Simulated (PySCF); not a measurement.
Radial density of Sc (scandium, neutral)

revPBE, [Ar] 3d3, high-spin 4F determinant (an excited configuration). All numbers are calculated (PySCF 2.14, scalar relativity by spin-free X2C-1e, in aug-cc-pwCVTZ-DK).

| r (bohr) | 4πr²ρ (e/bohr) | 4πr²(ρα − ρβ) |
| --- | --- | --- |
| 0.00131 | 0.1677 | 0.0000 |
| 0.00220 | 0.4301 | 0.0000 |
| 0.00370 | 1.080 | -0.0001 |
| 0.00622 | 2.615 | -0.0001 |
| 0.0105 | 5.946 | -0.0003 |
| 0.0176 | 12.09 | -0.0007 |
| 0.0296 | 20.27 | -0.0013 |
| 0.0498 | 24.85 | -0.0023 |
| 0.0838 | 20.55 | -0.0048 |
| 0.141 | 19.36 | -0.0084 |
| 0.237 | 26.28 | 0.0245 |
| 0.399 | 14.93 | 0.2153 |
| 0.671 | 7.234 | 0.6220 |
| 1.13 | 8.330 | 0.9707 |
| 1.90 | 2.421 | 0.8254 |
| 3.19 | 0.5077 | 0.4576 |
| 5.37 | 0.1689 | 0.1688 |
| 9.03 | 0.02764 | 0.0276 |
| 15.2 | 0.0009247 | 0.0009 |

Densities and radii are taken from the X2C orbitals without a picture-change correction, which distorts them close to the nucleus.

Problem. Where is the radial spin density 4πr²(ρα − ρβ) most negative, and why is it negative at all?

Solution. Around r = 0.141 bohr, down to -0.0084 e/bohr: exchange with the open shell polarises the paired shells in an unrestricted calculation.
